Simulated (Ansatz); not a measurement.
`C[S][SnH3]` + `OCO` → `OC[O][SnH3]` + CH₃SH  (ligand exchange at the Sn–S bond)

Gas-phase electronic energies from Ansatz, PBE0-D4/def2-TZVP geometries. CCSD(T)/CBS is the MP2 limit (def2-TZVPP, def2-QZVPP) plus CCSD(T) − MP2 in def2-TZVPP, frozen cores. This one scheme is used for every species. DFT in def2-TZVPP. def2 core potentials past Kr. For Sn outer-core shells are correlated without core-valence functions, which leaves a few kJ/mol of doubt a bond. One conformer a species, not always the lowest.

(1) Is it downhill or uphill in electronic energy at CCSD(T)/CBS, and by how much? (Estimate.)

(2) What do these levels give: PBE-D4, ωB97X-V, MP2/def2-TZVPP, CCSD/def2-TZVPP, SCS-MP2/def2-QZVPP, MP2/CBS(def2)? (An estimate is asked.)

Largest T1 diagnostic among the species: 0.013.

## Answers

(1) The calculation gave: Uphill: ΔE = +49.0 kJ/mol.

(2) The calculation gave: PBE-D4 53.8, ωB97X-V 46.1, MP2/def2-TZVPP 50.9, CCSD/def2-TZVPP 46.6, SCS-MP2/def2-QZVPP 46.2, MP2/CBS(def2) 52.9 kJ/mol.

From PBE to PBE0 (25 % exact exchange), in def2-TZVPP and without D4, ΔE moves by +3.4 kJ/mol.
